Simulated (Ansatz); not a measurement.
BiH2Et (C₂H₇Bi). The state is a singlet with charge 0. Geometry PBE-D4/def2-SVP, basis def2-TZVP, Ansatz.

```xyz
10

Bi   -0.986    1.283   -1.203
C     0.610   -0.030   -0.140
C     0.237   -0.327    1.306
H    -0.385    0.816   -2.857
H    -2.170   -0.102   -1.239
H     1.557    0.543   -0.218
H     0.716   -0.949   -0.747
H     1.024   -0.928    1.812
H     0.105    0.598    1.907
H    -0.708   -0.905    1.380
```

```csv
run,HOMO (eV),LUMO (eV)
A,-6.19,-0.84
B,-6.96,-0.38
C,-5.98,-1.11
D,-9.38,1.58
E,-8.17,0.47
F,-7.11,-0.21
```

In the def2 sets Bi takes a core potential; there is no spin–orbit coupling. LC-ωPBE has ω = 0.4 bohr⁻¹. Another isomer (singlet) lies 0.21 eV lower at PBE0-D4/def2-TZVP; other spin states weren't run for this one.

The runs used CAM-B3LYP, LC-ωPBE, PBE, PBE0, r2SCAN, r2SCAN0. Estimate which is which.

A r2SCAN (0 % exact exchange); B PBE0 (25 % exact exchange); C PBE (0 % exact exchange); D LC-ωPBE (range-separated); E CAM-B3LYP (range-separated); F r2SCAN0 (25 % exact exchange). Exact exchange lowers occupied and raises empty levels; among semilocal functionals meta-GGAs tend to open the gap a little, and such runs are hard to tell apart. The gap grows from 4.87 eV (PBE) to 10.95 eV (LC-ωPBE).
